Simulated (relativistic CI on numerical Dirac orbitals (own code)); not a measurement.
## Hyperfine structure of Bi⁷⁵⁺, mass number 209

Computed by Dirac-Coulomb-Breit CI, separate exchange-only KLI orbitals for each configuration, model QED (radiative potential, 1s self-energy scaled to tabulated hydrogen-like ionisation energies), unscaled Slater integrals (own radial code, finite nucleus).

Configuration list (outside the closed core 1s2): 2s2 2p4, 2s 2p5, 2p6, 2s2 2p3 3s, 2p5 3s, 2s2 2p3 3p, 2p5 3p, 2p5 3d, 2s2 2p3 3d, 2s 2p4 3s, 2s 2p4 3p, 2s 2p4 3d, 2s2 2p3 4s, 2s2 2p3 4p, 2s2 2p3 4d, 2s2 2p3 4f. Levels of other configurations are missing.

Nuclear spin I = 9/2, μ = 4.092 μN, Q = -0.516 b (tables of Stone and Pyykkö). The electronic factors are computed for point nuclear moments, without core polarisation or the Bohr-Weisskopf and QED corrections.

```tsv
Level	E (Ry)	A (GHz)	B (GHz)
2s2 2p4 3P_2	0.000	1101	-46.5
2s2 2p4 3P_1	176.219	-1659	628
2s2 2p4 1D_2	177.585	3879	1300
2s 2p5 3P°_2	212.329	10140	1250
2s 2p5 1P°_1	219.711	-7935	556
2s 2p5 3P°_1	392.735	24720	72.3
```

Levels with J = 0, under 50 % of one LS term, or S terms without an open s electron are left out. Small factors come from cancelling terms and can be off by tens of per cent or more.

At this charge energies of transitions that change n are usually good to better than 1 %, and those within a shell (Δn = 0) to a few per cent.

Give the hyperfine levels of 2s2 2p4 3P_1 relative to its centre of gravity.

With K = F(F + 1) − I(I + 1) − J(J + 1), E = AK/2 + B[¾K(K + 1) − I(I + 1)J(J + 1)]/[2I(2I − 1)J(2J − 1)]: F = 7/2: 9412, F = 9/2: 1240, F = 11/2: -7308 GHz.

LS names give the leading component of a level, which can be under half, so a name can repeat, a term be missing and a line seem to break the LS rules.
